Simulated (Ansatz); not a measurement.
Cost and result for the atomization energy of C2H9NSi2, SMILES `NC1C[SiH2][SiH2]1` (14 atoms, 14 bonds).

| atom | x (Å) | y (Å) | z (Å) |
| --- | --- | --- | --- |
| N1 | -0.862 | 0.758 | 1.783 |
| C2 | -0.186 | -0.067 | 0.808 |
| C3 | -0.905 | -0.407 | -0.531 |
| Si4 | 0.625 | -0.843 | -1.581 |
| Si5 | 1.465 | 0.564 | 0.069 |
| H6 | -1.058 | 1.677 | 1.407 |
| H7 | -1.749 | 0.350 | 2.059 |
| H8 | 0.071 | -1.019 | 1.293 |
| H9 | -1.706 | -1.146 | -0.434 |
| H10 | -1.343 | 0.507 | -0.950 |
| H11 | 1.025 | -2.271 | -1.448 |
| H12 | 0.574 | -0.484 | -3.022 |
| H13 | 2.715 | 0.378 | 0.853 |
| H14 | 1.335 | 2.003 | -0.306 |

Total charge 0; spin multiplicity 1. Geometry: relaxed with PBE0-D4/def2-TZVP. It is one conformer, not always the lowest. Program: Ansatz. All runs use 4 threads of an Arm Neoverse V1 on a shared host. Times are those of one run each, without the atoms' runs, and a repeat can differ threefold. Electronic energies, without spin–orbit coupling; frozen cores. CCSD(T)/CBS adds CCSD(T) − MP2 in def2-TZVPP to the MP2 limit, and its time is that of the two runs behind it. T1 = 0.012. B3LYP takes the VWN-RPA correlation (the form of Gaussian; ORCA's B3LYP/G).

CCSD(T)/CBS is a level of theory with its own doubt, some kJ/mol a heavy atom from the limit and from the frozen cores, so smaller differences don't rank the functionals.

```
                             level  functions  wall time
   PBE-D4/def2-TZVPP (with forces)        303      3.7 s
                PBE0-D4/def2-TZVPP        303      4.6 s
r2SCAN-D4/def2-TZVPP (with forces)        303      7.5 s
 B3LYP-D4/def2-TZVPP (with forces)        303      7.5 s
                 B2PLYP/def2-TZVPP        303      8.5 s
                ωB97X-V/def2-TZVPP        303       12 s
  ωB97M-V/def2-TZVPP (with forces)        303       17 s
                    MP2/def2-QZVPP        581       39 s
                CCSD(T)/def2-TZVPP        303     14 min
                 CCSD(T)/CBS(def2)          –     15 min
```

Q: What atomization energy does each give, and how far from CCSD(T)/CBS? (Estimate.)

A: Ansatz gave: 
| level | atomization (kJ/mol) | difference from CCSD(T)/CBS | per bond |
| --- | --- | --- | --- |
| PBE-D4/def2-TZVPP (with forces) | 4908.9 | 64.7 | 4.6 |
| PBE0-D4/def2-TZVPP | 4853.5 | 9.3 | 0.7 |
| r2SCAN-D4/def2-TZVPP (with forces) | 4843.6 | -0.6 | 0.0 |
| B3LYP-D4/def2-TZVPP (with forces) | 4846.2 | 2.0 | 0.1 |
| B2PLYP/def2-TZVPP | 4778.0 | -66.2 | -4.7 |
| ωB97X-V/def2-TZVPP | 4879.8 | 35.6 | 2.5 |
| ωB97M-V/def2-TZVPP (with forces) | 4860.5 | 16.3 | 1.2 |
| MP2/def2-QZVPP | 4815.5 | -28.7 | -2.1 |
| CCSD(T)/def2-TZVPP | 4713.3 | -130.9 | -9.4 |
| CCSD(T)/CBS(def2) | 4844.2 | 0.0 | 0.0 |

The D4 term adds +54.6 kJ/mol with B3LYP and +28.7 kJ/mol with PBE0; it sums over pairs of atoms, weighted by their polarisabilities, and B3LYP, whose exchange is more repulsive, gets the larger term. In def2-TZVPP, CCSD(T) changes the Hartree–Fock value by +1201.8 kJ/mol (the triples alone add +65.3 kJ/mol) and MP2 by +1226.4 kJ/mol; breaking electron pairs costs correlation energy, which Hartree–Fock lacks. From PBE to PBE0 (25 % exact exchange), in def2-TZVPP and without D4, the atomization energy moves by −50.3 kJ/mol: exact exchange takes away binding that semilocal exchange gives to molecules.
